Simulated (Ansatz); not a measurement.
`P[SiH2][AlH][Cl]` + `[SiH3]N[SiH3]` → `[SiH3][N]([SiH3])[AlH][Cl]` + `[SiH3]P` at 298.15 K and 1 bar (cleavage of the Al–Si bond).

Isolated molecules relaxed with PBE0-D4/def2-TZVP in Ansatz; ΔE leaves out vibrations. CCSD(T)/CBS adds triple-zeta CCSD(T) − MP2 to the extrapolated MP2 energy (def2 sets, frozen cores). This one scheme is used for every species. One conformer a species, not always the lowest.

```json
{"species": "`P[SiH2][AlH][Cl]`", "CCSD(T)/CBS energy (Eh)": "-1334.87683", "H − E (kJ/mol)": "137.4", "S (J/(mol·K))": "388.2"}
{"species": "`[SiH3]N[SiH3]`", "CCSD(T)/CBS energy (Eh)": "-637.10515", "H − E (kJ/mol)": "192.6", "S (J/(mol·K))": "335.6"}
{"species": "`[SiH3][N]([SiH3])[AlH][Cl]`", "CCSD(T)/CBS energy (Eh)": "-1339.00991", "H − E (kJ/mol)": "199.3", "S (J/(mol·K))": "403.0"}
{"species": "`[SiH3]P`", "CCSD(T)/CBS energy (Eh)": "-633.00997", "H − E (kJ/mol)": "124.8", "S (J/(mol·K))": "279.8"}
```

H − E and S are ideal-gas, rigid-rotor, harmonic terms from PBE0-D4/def2-TZVP, for one conformer and one mirror image of each species. 1 Eh = 2625.50 kJ/mol, R = 8.31446 J/(mol·K).

Problem. By hand: ΔE, ΔH, ΔS and ΔG.

Solution. ΔE = (-1339.00991) + (-633.00997) − (-1334.87683) − (-637.10515) = -0.03790 Eh = -99.5 kJ/mol. Δ(H − E) = 199.3 + 124.8 − 137.4 − 192.6 = -5.9, so ΔH = -105.4 kJ/mol. ΔS = 403.0 + 279.8 − 388.2 − 335.6 = -41.0 J/(mol·K). ΔG = -105.4 − 298.15 × (-41.0)/1000 = -93.2 kJ/mol.

Problem. By hand: the equilibrium constant, and the temperature at which ΔG would vanish if ΔH and ΔS stayed fixed.

Solution. log₁₀ K = −ΔG/(RT ln 10) = 16.3. ΔG = 0 at ΔH/ΔS = 2571 K, far beyond where these terms or the molecules hold.

ΔH outweighs TΔS. A doubt of 5 kJ/mol in ΔE shifts log₁₀ K by 0.9 here. Other conformers and mirror images would add mixing entropy, several J/(mol·K) or more a flexible species. Modes under 60 cm⁻¹, often nearly free rotors, make the harmonic entropy too high. These are equilibria of isolated gas molecules and say nothing of rates. Largest T1 diagnostic: 0.013 (customary marks: 0.02 for closed shells, 0.045 for open ones).
